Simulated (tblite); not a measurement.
C₆H₁₅PSi.
Cartesian coordinates in Å at the GFN2-xTB level; atoms count from 1:
```xyz
23
C6H15PSi angstrom
C     -3.1137   -0.5569    0.3602
C     -2.1221   -0.0910   -0.6967
Si    -0.4608    0.4393    0.0606
C      0.7302    1.0457   -1.2916
C      2.1247    1.2942   -0.7308
P      2.9887   -0.1840   -0.0114
C      1.8211   -0.6548    1.3550
C      0.4026   -1.0175    0.9295
H     -4.0661   -0.8328   -0.0893
H     -3.2957    0.2335    1.0839
H     -2.7276   -1.4216    0.8940
H     -1.9759   -0.8894   -1.4253
H     -2.5534    0.7484   -1.2417
H     -0.6706    1.5249    1.0405
H      0.3662    1.9706   -1.7437
H      0.7975    0.3127   -2.0986
H      2.0930    2.0515    0.0588
H      2.7899    1.6791   -1.5119
H      2.4800   -1.1003   -0.9436
H      2.2919   -1.4966    1.8754
H      1.8094    0.1854    2.0565
H     -0.1564   -1.3289    1.8147
H      0.4425   -1.8845    0.2655
```

Method: GFN2-xTB as coded in tblite; computed harmonic values from a numerical Hessian at the method's own geometry, unscaled. This tight-binding method is rough: wavenumbers can miss measured ones by several per cent, in bad cases by 10 to 20. Modes of hydrogen on phosphorus and silicon can be 10 to 20 % off. One conformer, not necessarily the lowest.

Harmonic wavenumbers (cm⁻¹): 44.0, 66.3, 110.7, 167.3, 188.8, 207.4, 239.0, 271.8, 298.5, 331.6, 414.6, 607.1, 624.7, 642.3, 674.3, 676.8, 705.1, 726.5, 756.9, 763.1, 773.0, 803.6, 813.5, 901.0, 922.1, 980.1, 1021.1, 1056.2, 1057.4, 1082.9, 1088.3, 1097.6, 1149.3, 1167.8, 1242.9, 1269.8, 1277.2, 1291.4, 1293.0, 1293.9, 1419.3, 1453.4, 1459.0, 1470.5, 1474.7, 1485.5, 1513.0, 1514.5, 2153.0, 2240.6, 2914.7, 2921.0, 2942.1, 2944.4, 2951.8, 2956.0, 2965.5, 2970.5, 2976.0, 2993.5, 3015.5, 3035.0, 3041.3.

A = 2800, B = 812.9, C = 680.1 MHz; mass 146.068 u (most abundant isotopes); point group C1, symmetry number 1.

Q: Zero-point energy?

A: ½Σν̃ = 42455 cm⁻¹ = 121.39 kcal/mol.

Q: What is S at 500 K and 1 bar for an ideal gas of classical rigid rotors and harmonic oscillators?

A: Translation 43.44, rotation 31.26, vibration 54.86: S = 129.6 cal/(mol K).

Q: And Cp and H(500 K) − H(0)?

A: Cp = 65.93 cal/(mol K), of which vibrations give 57.98 (their classical limit is 63 R = 125.2); H(500 K) − H(0) = 18.44 kcal/mol without the zero-point energy, 14.46 from vibrations.

Q: What must be added to the electronic energy to get the Gibbs energy at 500 K and 1 bar?

A: ZPE + [H(500 K) − H(0)] − T·S = 121.39 + 18.44 − 64.78 = 75.05 kcal/mol.

Q: How do the functions run with temperature in this model?

A: 
```json
{"T (K)": "100", "S (cal/(mol K))": "70.6", "Cp (cal/(mol K))": "19.3", "H − H(0) (kcal/mol)": "1.32", "G − H(0) (kcal/mol)": "-5.75", "ln q(vib)": "1.76"}
{"T (K)": "200", "S (cal/(mol K))": "87.3", "Cp (cal/(mol K))": "30.3", "H − H(0) (kcal/mol)": "3.79", "G − H(0) (kcal/mol)": "-13.68", "ln q(vib)": "4.49"}
{"T (K)": "300", "S (cal/(mol K))": "102.0", "Cp (cal/(mol K))": "42.9", "H − H(0) (kcal/mol)": "7.44", "G − H(0) (kcal/mol)": "-23.15", "ln q(vib)": "7.29"}
{"T (K)": "800", "S (cal/(mol K))": "165.9", "Cp (cal/(mol K))": "88.4", "H − H(0) (kcal/mol)": "41.88", "G − H(0) (kcal/mol)": "-90.82", "ln q(vib)": "21.66"}
{"T (K)": "1000", "S (cal/(mol K))": "186.7", "Cp (cal/(mol K))": "98.3", "H − H(0) (kcal/mol)": "60.61", "G − H(0) (kcal/mol)": "-126.12", "ln q(vib)": "27.10"}
```

q(vib) and H(0) count from the zero-point level.

Hindered rotation and anharmonicity are outside this model. Other conformers, if any are populated, would add a mixing term that is left out. The structure is chiral; the term R ln 2 for an equal mix with its mirror image is left out.
